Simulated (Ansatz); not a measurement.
`ClBCl` + silanol → `[SiH3]OBCl` + HCl  (ligand exchange at a B–Cl bond)

Program: Ansatz. Geometries: PBE0-D4/def2-TZVP. ΔE: electronic, gas phase. CBS: MP2 limit from def2 TZ/QZ plus the TZ coupled-cluster correction, frozen cores. This one scheme is used for every species. One conformer a species, not always the lowest.

```json
{"species": "`ClBCl`", "CCSD(T)/def2-TZVPP energy (Eh)": "-944.91287"}
{"species": "`O[SiH3]`", "CCSD(T)/def2-TZVPP energy (Eh)": "-366.62321"}
{"species": "`[SiH3]OBCl`", "CCSD(T)/def2-TZVPP energy (Eh)": "-851.22644"}
{"species": "HCl", "CCSD(T)/def2-TZVPP energy (Eh)": "-460.33125"}
```

Problem. Work out ΔE.

Solution. ΔE = (-851.22644) + (-460.33125) − (-944.91287) − (-366.62321) = -0.02161 Eh = -56.7 kJ/mol. CCSD(T)/CBS gives -56.2 kJ/mol.

Problem. What do rigid-rotor, harmonic-oscillator terms from PBE0-D4/def2-TZVP frequencies (298.15 K, 1 bar) make of the CCSD(T)/CBS value? (Best estimate.)

Solution. Ansatz gave: ΔZPE = -5.7 kJ/mol, ΔH = -59.9 kJ/mol, ΔS = -15 J/(mol·K), ΔG = -55.6 kJ/mol.

Largest T1 diagnostic among the species: 0.012.

From PBE to PBE0 (25 % exact exchange), in def2-TZVPP and without D4, ΔE moves by −3.3 kJ/mol. At CCSD(T), def2-SVP lies −7.2 kJ/mol from the extrapolated value and def2-TZVPP −0.5 kJ/mol.
